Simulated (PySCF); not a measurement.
C5H7F, SMILES C1(/C=C\F)CC1.

The structure is a stationary point at B3LYP-D3(BJ)/def2-SVP. The structure was generated by enumeration; whether it is a known compound was not checked. Other conformers were not sampled.

These are TDA-ωB97X/def2-SVPD run with PySCF values and carry that method's errors.

Vertical excitations. The molecule is in vacuum. State labels are in the subgroup Cs.

```json
[
 {"state": "S1", "symmetry": "A\"", "energy (eV)": "7.07", "λ (nm)": "175", "f": "0.031", "main pairs": "HOMO→LUMO+1 73 %, HOMO→LUMO+2 16 %"},
 {"state": "S2", "symmetry": "A'", "energy (eV)": "7.50", "λ (nm)": "165", "f": "0.786", "main pairs": "HOMO→LUMO 92 %"},
 {"state": "S3", "symmetry": "A\"", "energy (eV)": "7.80", "λ (nm)": "159", "f": "0.000", "main pairs": "HOMO→LUMO+3 44 %, HOMO→LUMO+2 41 %"},
 {"state": "S4", "symmetry": "A\"", "energy (eV)": "8.18", "λ (nm)": "152", "f": "0.002", "main pairs": "HOMO→LUMO+3 44 %, HOMO→LUMO+2 28 %, HOMO→LUMO+1 11 %"},
 {"state": "S5", "symmetry": "A'", "energy (eV)": "8.59", "λ (nm)": "144", "f": "0.018", "main pairs": "HOMO→LUMO+4 86 %"},
 {"state": "S6", "symmetry": "A\"", "energy (eV)": "8.60", "λ (nm)": "144", "f": "0.007", "main pairs": "HOMO→LUMO+6 48 %, HOMO→LUMO+5 23 %"},
 {"state": "S7", "symmetry": "A\"", "energy (eV)": "8.75", "λ (nm)": "142", "f": "0.000", "main pairs": "HOMO−1→LUMO 70 %, HOMO−3→LUMO 11 %"},
 {"state": "S8", "symmetry": "A\"", "energy (eV)": "9.05", "λ (nm)": "137", "f": "0.000", "main pairs": "HOMO→LUMO+5 36 %, HOMO→LUMO+7 32 %, HOMO→LUMO+6 16 %"},
 {"state": "S9", "symmetry": "A'", "energy (eV)": "9.09", "λ (nm)": "136", "f": "0.002", "main pairs": "HOMO−1→LUMO+1 58 %, HOMO−1→LUMO+2 31 %"},
 {"state": "S10", "symmetry": "A\"", "energy (eV)": "9.28", "λ (nm)": "134", "f": "0.003", "main pairs": "HOMO−3→LUMO 54 %, HOMO−1→LUMO 12 %, HOMO→LUMO+5 9 %"},
 {"state": "T1", "symmetry": "A'", "energy (eV)": "4.32", "λ (nm)": "287", "f": "0", "main pairs": "HOMO→LUMO 81 %"},
 {"state": "T2", "symmetry": "A\"", "energy (eV)": "6.97", "λ (nm)": "178", "f": "0", "main pairs": "HOMO→LUMO+1 71 %, HOMO→LUMO+2 11 %"},
 {"state": "T3", "symmetry": "A\"", "energy (eV)": "7.69", "λ (nm)": "161", "f": "0", "main pairs": "HOMO→LUMO+2 47 %, HOMO→LUMO+3 36 %"},
 {"state": "T4", "symmetry": "A\"", "energy (eV)": "8.11", "λ (nm)": "153", "f": "0", "main pairs": "HOMO→LUMO+3 46 %, HOMO→LUMO+2 25 %, HOMO→LUMO+1 10 %"}
]
```
Triplets are in the Tamm–Dancoff approximation.
